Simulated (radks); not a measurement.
Coulomb parameter of the 4f shell of the holmium ion Ho+ in the model configuration [Xe] 4f10 5d1 6s1, as a second difference U = [E(n + 0.5) + E(n - 0.5) - 2 E(n)] / (0.5)^2 with all orbitals relaxed. "Bare": the charge of the atom changes with n. "Screened": the 5d shell takes up the change at fixed total charge, which measures U(4f,4f) + U(5d,5d) - 2 U(4f,5d). Calculated with a radial shooting solver on a logarithmic mesh with Libxc functionals: scalar-relativistic Kohn-Sham, r2SCAN, spin-unpolarised, spherical densities, finite nucleus; meta-GGA in the generalised Kohn-Sham scheme; Fermi nuclear charge, rms radius 5.2022 fm.

case,configuration,E - E(n) (eV)
start,[Xe] 4f10 5d1 6s1,0.000
bare +0.5,[Xe] 4f10.5 5d1 6s1,-6.041
bare -0.5,[Xe] 4f9.5 5d1 6s1,10.026
screened +0.5,[Xe] 4f10.5 5d0.5 6s1,-3.295
screened -0.5,[Xe] 4f9.5 5d1.5 6s1,4.609

U(bare) = 15.939 eV, U(screened by 5d) = 5.257 eV, against the Slater integral F0(4f,4f) = 32.134 eV with frozen orbitals.
